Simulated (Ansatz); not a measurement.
Steps of a relaxation of CH$_{6}$GeOSi, SMILES `[GeH3][SiH]1CO1` with RKS PBE-D4/def2-SVP.

```sh
$ ansatz run in.yaml --threads 4 --pin off --events-out ev --progress --plain --max-ram 10444MiB
```

```yaml
crystal:
  periodic: [false, false, false]
  atoms:
    - {symbol: Ge, position_ang: [-1.191900, 1.167600, -0.178100]}
    - {symbol: Si, position_ang: [0.757800, 0.079000, -0.443800]}
    - {symbol: C, position_ang: [0.988200, -1.326800, 0.697900]}
    - {symbol: O, position_ang: [0.492500, -1.636700, -0.478400]}
    - {symbol: H, position_ang: [-2.227300, 0.753300, -1.312000]}
    - {symbol: H, position_ang: [-1.837700, 0.905000, 1.202100]}
    - {symbol: H, position_ang: [-0.964100, 2.740000, -0.303700]}
    - {symbol: H, position_ang: [1.691500, 0.384200, -1.583500]}
    - {symbol: H, position_ang: [2.056200, -1.715600, 0.813900]}
    - {symbol: H, position_ang: [0.318000, -1.401100, 1.588500]}
basis:
  gaussian: {orbitals: def2-SVP}
hamiltonian: {xc: pbe, dispersion: d4}
relax: {f_tol: 0.03, max_steps: 200}
```

Positions (Å) and forces (eV/Å) along the path, 11 of 11 steps:

```xyz
10
step=1 energy=-67548.0563 eV
Ge   -1.192    1.168   -0.178   -1.605    1.365   -0.575
Si    0.758    0.079   -0.444    1.108    0.077   -0.800
C     0.988   -1.327    0.698    3.121   -0.089    3.455
O     0.492   -1.637   -0.478   -2.444   -1.273   -3.655
H    -2.227    0.753   -1.312    0.299    0.173    0.413
H    -1.838    0.905    1.202    0.037   -0.095    0.038
H    -0.964    2.740   -0.304   -0.111   -0.554    0.054
H     1.692    0.384   -1.583    0.072    0.173    0.271
H     2.056   -1.716    0.814   -0.709    0.315    0.655
H     0.318   -1.401    1.589    0.230   -0.091    0.146
10
step=2 energy=-67548.5031 eV
Ge   -1.260    1.239   -0.246   -0.256    0.287    0.053
Si    0.754    0.046   -0.426    0.074   -0.056   -0.380
C     1.059   -1.383    0.706    1.086    0.269    1.603
O     0.371   -1.662   -0.458   -0.848   -0.359   -1.176
H    -2.288    0.838   -1.341    0.096   -0.018    0.029
H    -1.863    0.905    1.144   -0.025   -0.001   -0.014
H    -1.031    2.776   -0.331   -0.013   -0.065    0.013
H     1.749    0.408   -1.493    0.025    0.019    0.089
H     2.103   -1.793    0.774   -0.326    0.057    0.094
H     0.490   -1.426    1.675    0.187   -0.133   -0.312
10
step=3 energy=-67548.5705 eV
Ge   -1.282    1.281   -0.235    0.050   -0.099    0.038
Si    0.719    0.014   -0.467   -0.035   -0.414    0.148
C     1.094   -1.373    0.715    0.182    0.319    0.587
O     0.335   -1.698   -0.444   -0.153    0.152   -0.465
H    -2.241    0.842   -1.369   -0.056    0.051   -0.014
H    -1.923    0.928    1.134    0.022   -0.004   -0.050
H    -1.055    2.811   -0.305    0.020    0.017   -0.020
H     1.762    0.392   -1.483   -0.060    0.007    0.003
H     2.120   -1.796    0.769    0.000   -0.042   -0.087
H     0.554   -1.453    1.688    0.030    0.013   -0.139
10
step=4 energy=-67548.5850 eV
Ge   -1.284    1.278   -0.240   -0.006   -0.039   -0.023
Si    0.710    0.005   -0.459   -0.039   -0.436    0.039
C     1.108   -1.365    0.732    0.036    0.131    0.055
O     0.348   -1.706   -0.448    0.022    0.251   -0.092
H    -2.267    0.880   -1.374    0.014    0.015    0.013
H    -1.926    0.917    1.123   -0.014    0.018    0.007
H    -1.035    2.806   -0.314    0.017    0.003    0.022
H     1.736    0.399   -1.484   -0.006    0.023    0.014
H     2.131   -1.795    0.777    0.022    0.010   -0.051
H     0.561   -1.468    1.691   -0.046    0.025    0.016
10
step=5 energy=-67548.5799 eV rejected
Ge   -1.291    1.260   -0.242    0.033   -0.074   -0.031
Si    0.667   -0.062   -0.512    0.125    0.688    0.236
C     1.119   -1.344    0.744    0.078    0.239    0.055
O     0.374   -1.730   -0.446   -0.161   -0.853   -0.070
H    -2.278    0.946   -1.394   -0.042    0.034   -0.017
H    -1.965    0.895    1.104    0.002   -0.008    0.006
H    -0.962    2.773   -0.255    0.005    0.043   -0.002
H     1.704    0.391   -1.493    0.026   -0.005   -0.083
H     2.153   -1.740    0.798   -0.019   -0.040   -0.053
H     0.563   -1.441    1.699   -0.047   -0.022   -0.041
10
step=6 energy=-67548.5940 eV
Ge   -1.287    1.266   -0.243   -0.022    0.015   -0.019
Si    0.691   -0.028   -0.482    0.014   -0.092    0.050
C     1.116   -1.352    0.741    0.018    0.049   -0.053
O     0.370   -1.728   -0.451   -0.007    0.007    0.000
H    -2.279    0.915   -1.384    0.009    0.017    0.013
H    -1.945    0.916    1.116   -0.006   -0.013    0.004
H    -0.999    2.790   -0.285    0.014   -0.016    0.000
H     1.718    0.398   -1.491    0.000    0.008    0.001
H     2.144   -1.768    0.789   -0.005    0.017   -0.002
H     0.555   -1.458    1.692   -0.015    0.007    0.007
10
step=7 energy=-67548.5959 eV
Ge   -1.292    1.261   -0.245    0.004    0.002    0.003
Si    0.678   -0.045   -0.489   -0.014    0.040   -0.022
C     1.123   -1.343    0.745   -0.007   -0.021    0.017
O     0.372   -1.744   -0.439    0.007   -0.023   -0.002
H    -2.280    0.953   -1.400   -0.002    0.010   -0.003
H    -1.967    0.894    1.101    0.000   -0.004   -0.005
H    -0.971    2.779   -0.257    0.001   -0.004    0.004
H     1.700    0.387   -1.502   -0.004   -0.003   -0.004
H     2.154   -1.748    0.791    0.015   -0.002    0.003
H     0.567   -1.446    1.698    0.000    0.006    0.009
10
step=8 energy=-67548.5970 eV
Ge   -1.296    1.257   -0.251   -0.020    0.006    0.009
Si    0.662   -0.067   -0.504   -0.010    0.061   -0.040
C     1.131   -1.333    0.751   -0.012   -0.043    0.026
O     0.381   -1.768   -0.423    0.014    0.015    0.012
H    -2.282    1.012   -1.424    0.011   -0.001    0.006
H    -1.990    0.863    1.079    0.001   -0.004   -0.014
H    -0.948    2.769   -0.211    0.009   -0.018    0.002
H     1.676    0.365   -1.525   -0.007   -0.015   -0.004
H     2.168   -1.722    0.802    0.010   -0.006    0.000
H     0.579   -1.427    1.709    0.003    0.004    0.003
10
step=9 energy=-67548.5972 eV
Ge   -1.305    1.248   -0.253    0.004    0.035   -0.019
Si    0.649   -0.079   -0.519   -0.026   -0.022   -0.005
C     1.139   -1.317    0.759   -0.023   -0.039   -0.008
O     0.380   -1.782   -0.400    0.045    0.052    0.039
H    -2.276    1.070   -1.453    0.042    0.012    0.046
H    -2.028    0.818    1.051    0.019    0.012   -0.034
H    -0.905    2.747   -0.152   -0.048   -0.045    0.003
H     1.650    0.338   -1.560   -0.012   -0.011    0.001
H     2.180   -1.699    0.807   -0.006   -0.001   -0.007
H     0.598   -1.395    1.724    0.005    0.005   -0.014
10
step=10 energy=-67548.5982 eV
Ge   -1.299    1.253   -0.254   -0.024    0.029   -0.007
Si    0.650   -0.080   -0.519    0.004    0.016   -0.007
C     1.141   -1.318    0.760   -0.011   -0.020    0.011
O     0.375   -1.781   -0.394    0.012    0.023    0.011
H    -2.265    1.073   -1.457    0.028    0.006    0.031
H    -2.024    0.809    1.044    0.010    0.010   -0.023
H    -0.925    2.758   -0.142   -0.015   -0.054    0.001
H     1.647    0.329   -1.566   -0.007   -0.013    0.000
H     2.180   -1.704    0.804   -0.004    0.000   -0.005
H     0.603   -1.391    1.727    0.006    0.004   -0.012
10
step=11 energy=-67548.5986 eV
Ge   -1.299    1.253   -0.254    0.012   -0.001    0.002
Si    0.652   -0.078   -0.519   -0.003    0.005   -0.006
C     1.143   -1.316    0.761   -0.016    0.023   -0.030
O     0.368   -1.776   -0.386    0.002   -0.005    0.023
H    -2.254    1.084   -1.464    0.004    0.000    0.000
H    -2.029    0.795    1.033   -0.004   -0.001    0.001
H    -0.930    2.755   -0.124   -0.003   -0.003    0.001
H     1.643    0.314   -1.577    0.003    0.005   -0.008
H     2.179   -1.707    0.801    0.015   -0.008    0.001
H     0.611   -1.375    1.732   -0.010   -0.015    0.017
```

Run time 13 s (4 threads of an Intel Xeon on a shared host); peak host memory 0.18 GiB.
